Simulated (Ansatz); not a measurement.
One change: `[OH][Nb]([OH])([F])([F])[F]` becomes `[OH][Nb]([F])([F])([F])[F]`.

Ansatz, PBE0-D4/def2-TZVP geometries, multiplicity 1. Each molecule was computed in one conformer, which needn't be the lowest.

Elements past krypton have def2 core potentials.

| property | `[OH][Nb]([OH])([F])([F])[F]` |
| --- | --- |
| size of the dipole moment (B3LYP/def2-TZVPP) / D | 4.53 |
| ideal-gas entropy at 298 K and 1 bar (rigid rotor, harmonic PBE0-D4/def2-TZVP) / J/(mol·K) | 389 |
| HOMO energy (ωB97M-V/def2-TZVPP) / eV | -12.68 |
| LUMO energy (B3LYP/def2-TZVPP) / eV | -2.59 |
| HOMO–LUMO gap (ωB97M-V/def2-TZVPP) / eV | 12.55 |
| HOMO energy (PBE/def2-TZVPP) / eV | -8.40 |

(1) Give the same properties after the change, and the shifts. (Best estimate.)

Answers

(1) The calculation gave: 
```csv
property,`[OH][Nb]([F])([F])([F])[F]`,shift
size of the dipole moment (B3LYP/def2-TZVPP) / D,3.43,-1.10
"ideal-gas entropy at 298 K and 1 bar (rigid rotor, harmonic PBE0-D4/def2-TZVP) / J/(mol·K)",365,-24
HOMO energy (ωB97M-V/def2-TZVPP) / eV,-13.15,-0.47
LUMO energy (B3LYP/def2-TZVPP) / eV,-2.77,-0.18
HOMO–LUMO gap (ωB97M-V/def2-TZVPP) / eV,12.89,0.34
HOMO energy (PBE/def2-TZVPP) / eV,-8.88,-0.48
```

With PBE0 the HOMO falls by 0.48 eV and the LUMO falls by 0.19 eV, so the gap widens by about 0.29 eV. PBE moves the HOMO by -0.48 eV and ωB97M-V by -0.47 eV. The zero-point energy changes by -27.9 kJ/mol with -3 modes. Dipoles are sizes alone; their direction can turn. Modes under 60 cm⁻¹, often nearly free rotors, make the harmonic entropy too high.

B3LYP here is the variant with VWN-RPA as its local correlation; programs differ in this.
